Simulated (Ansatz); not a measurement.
Cost and result for the atomization energy of `C[Se][SiH2]` radical (8 atoms, 7 bonds).

Cartesian coordinates in Å:
```
C -0.403 -0.967 0.944
Se 0.972 -0.785 -0.436
Si 0.670 1.411 -0.870
H -1.368 -0.655 0.552
H -0.133 -0.378 1.818
H -0.436 -2.022 1.208
H 1.475 1.702 -2.089
H -0.776 1.694 -1.126
```

The species carries charge 0 and has multiplicity 2. Correlated methods include outer-core shells of Se, which these sets cover unevenly. Scalar relativity is left out up to krypton. Geometry: relaxed with PBE0-D4/def2-TZVP. Program: Ansatz. All runs use 4 threads of an Arm Neoverse V1 on a shared host. Times are those of one run each, without the atoms' runs, and a repeat can differ threefold. Electronic energies, without spin–orbit coupling; frozen cores. CCSD(T)/CBS adds CCSD(T) − MP2 in def2-TZVPP to the MP2 limit, and its time is that of the two runs behind it. T1 = 0.014; ⟨S²⟩ of the reference is 0.76. With those shells the extrapolation isn't a true limit. HSE06 is the plane-wave form, built on full-range PBE exchange.

CCSD(T)/CBS is a level of theory with its own doubt, some kJ/mol a heavy atom from the limit and from the frozen cores, so smaller differences don't rank the functionals.

| level | functions | wall time | atomization (kJ/mol) | difference from CCSD(T)/CBS | per bond |
| --- | --- | --- | --- | --- | --- |
| LDA (SPW92)/def2-TZVPP | 191 | 2.2 s | 2790.5 | 321.4 | 45.9 |
| revPBE-D4/def2-TZVPP | 191 | 3 s | 2450.8 | -18.3 | -2.6 |
| HSE06-D4/def2-TZVPP | 191 | 5.5 s | 2469.6 | 0.5 | 0.1 |
| BHLYP-D4/def2-TZVPP | 191 | 5.5 s | 2418.8 | -50.3 | -7.2 |
| PBE-QIDH/def2-TZVPP | 191 | 6.5 s | 2448.0 | -21.1 | -3.0 |
| r2SCAN-D4/def2-TZVPP (with forces) | 191 | 7 s | 2485.2 | 16.1 | 2.3 |
| CCSD(T)/def2-SVP | 89 | 9 s | 2303.8 | -165.3 | -23.6 |
| r2SCANh-D4/def2-TZVPP | 191 | 9.5 s | 2474.2 | 5.1 | 0.7 |
| B97M-V/def2-TZVPP | 191 | 12 s | 2475.9 | 6.8 | 1.0 |
| ωB97M-V/def2-TZVPP (with forces) | 191 | 17 s | 2455.7 | -13.4 | -1.9 |
| MP2/def2-QZVPP | 366 | 21 s | 2444.9 | -24.2 | -3.4 |
| CCSD(T)/def2-TZVPP | 191 | 3.5 min | 2404.0 | -65.1 | -9.3 |
| CCSD(T)/CBS(def2) | – | 3.9 min | 2469.1 | 0.0 | 0.0 |

Leaving LDA and LC-ωPBE aside and taking each functional with its dispersion term where it has one, the values, not all of them listed here, spread over 76.4 kJ/mol, from BHLYP-D4 to PBE-D4. LDA lies +312.3 kJ/mol from PBE without D4, its usual overbinding. The D4 term adds +28.0 kJ/mol with B3LYP and +14.4 kJ/mol with PBE0; it sums over pairs of atoms, weighted by their polarisabilities, and B3LYP, whose exchange is more repulsive, gets the larger term. From BLYP to BHLYP (50 % exact exchange), in def2-TZVPP and without D4, the atomization energy moves by −23.5 kJ/mol: exact exchange takes away binding that semilocal exchange gives to molecules.

B3LYP here is the variant with VWN-RPA as its local correlation; programs differ in this.
